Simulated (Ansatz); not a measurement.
Z-matrix (Å, degrees):
```
C
Ge 1 1.932
H 1 1.090 2 109.0
H 1 1.090 2 109.1 3 120.1
H 1 1.090 2 109.3 3 -119.8
S 2 2.205 1 115.9 3 -178.2
Cl 2 2.143 1 110.0 3 -59.8
Cl 2 2.151 1 108.3 3 57.9
H 6 1.345 2 92.7 1 -64.7
```

The species carries charge 0 and has multiplicity 1.

Task: List the CAM-B3LYP/def2-TZVPP orbital energies in eV (Ansatz 0.2.0). (Estimate.)

Result: Computed: Occupied: -10854.07, -2764.48, -2764.41, -2420.30, -1358.20, -1209.18, -1209.17, -1209.13, -279.47, -259.25, -259.18, -218.34, -198.31, -198.24, -198.15, -198.15, -198.09, -198.08, -173.06, -162.92, -162.85, -162.70, -123.41, -123.38, -123.26, -37.00, -36.97, -36.87, -36.85, -36.84, -25.17, -24.36, -22.62, -21.94, -16.45, -14.08, -13.94, -13.38, -12.37, -12.27, -11.71, -10.78, -10.76, -10.49, -10.12, -9.23. Lowest empty: 0.16, 1.11, 1.47, 1.91, 2.16, 3.43, 3.58, 3.70.
